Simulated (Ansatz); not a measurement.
`CBC` + `O[SiH2][SiH3]` → `CBO[SiH2][SiH3]` + CH₄ at 600 K and 1 bar (ligand exchange at a B–C bond).

Computed with Ansatz on PBE0-D4/def2-TZVP structures; ΔE is electronic, products minus reactants. CCSD(T)/CBS adds triple-zeta CCSD(T) − MP2 to the extrapolated MP2 energy (def2 sets, frozen cores). This one scheme is used for every species. One conformer a species, not always the lowest.

| species | CCSD(T)/CBS energy (Eh) | H − E (kJ/mol) | S (J/(mol·K)) |
| --- | --- | --- | --- |
| `CBC` | -105.11307 | 269.5 | 357.3 |
| `O[SiH2][SiH3]` | -656.96789 | 201.2 | 404.3 |
| `CBO[SiH2][SiH3]` | -721.67278 | 332.7 | 519.9 |
| CH₄ | -40.46206 | 140.4 | 215.7 |

H − E and S are ideal-gas, rigid-rotor, harmonic terms from PBE0-D4/def2-TZVP, for one conformer and one mirror image of each species. 1 Eh = 2625.50 kJ/mol, R = 8.31446 J/(mol·K).

**Question.** By hand: ΔE, ΔH, ΔS and ΔG.

**Answer.** ΔE = (-721.67278) + (-40.46206) − (-105.11307) − (-656.96789) = -0.05388 Eh = -141.5 kJ/mol. Δ(H − E) = 332.7 + 140.4 − 269.5 − 201.2 = 2.4, so ΔH = -139.1 kJ/mol. ΔS = 519.9 + 215.7 − 357.3 − 404.3 = -26.0 J/(mol·K). ΔG = -139.1 − 600 × (-26.0)/1000 = -123.5 kJ/mol.

**Question.** By hand: the equilibrium constant, and the temperature at which ΔG would vanish if ΔH and ΔS stayed fixed.

**Answer.** log₁₀ K = −ΔG/(RT ln 10) = 10.8. ΔG = 0 at ΔH/ΔS = 5350 K, far beyond where these terms or the molecules hold.

ΔH outweighs TΔS. A doubt of 5 kJ/mol in ΔE shifts log₁₀ K by 0.4 here. Other conformers and mirror images would add mixing entropy, several J/(mol·K) or more a flexible species. Modes under 60 cm⁻¹, often nearly free rotors, make the harmonic entropy too high. These are equilibria of isolated gas molecules and say nothing of rates. Largest T1 diagnostic: 0.013 (customary marks: 0.02 for closed shells, 0.045 for open ones).
